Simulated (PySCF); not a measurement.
**How methods differ on the ionisation energy of Ge(5+)**

Ge(5+) [Ar] 3d9 [3d3/2^4 3d5/2^5, M_J = 5/2] → Ge(6+) [Ar] 3d8 [3d3/2^4 3d5/2^4, M_J = 4], as a difference of total energies. Computed with PySCF 2.14 in an even-tempered Gaussian basis (18 s from 0.2 bohr⁻², ratio 2.8; 13 p from 0.26 bohr⁻², ratio 2.8; 9 d from 0.26 bohr⁻², ratio 2.8; 4 f from 2.5 bohr⁻², ratio 3), with the two-component X2C-1e Hamiltonian. Correlated levels: [Ne] frozen; the 76 highest virtual spinors dropped. "Screened" scales the spin-orbit matrix elements by Boettger's factors to mimic the two-electron term; Breit and QED terms are absent.

| method | ionisation energy (eV) |
| --- | --- |
| GHF (screened spin-orbit) | 113.78 |
| GMP2 (screened spin-orbit) | 115.98 |

How much does correlation contribute at GMP2 (screened spin-orbit)?

115.98 − (113.78) = 2.20 eV, measured against GHF (screened spin-orbit).

The labels give the starting determinants; with spin-orbit coupling the two ends relaxed to ⟨J²⟩ = 8.75, ⟨L²⟩ = 6.00, ⟨S²⟩ = 0.75 and ⟨J²⟩ = 20.00, ⟨L²⟩ = 12.02, ⟨S²⟩ = 2.00.

For comparison: 115.9 ± 0.12 eV (semi-empirical (NIST evaluation); NIST Atomic Spectra Database, ionization energies).
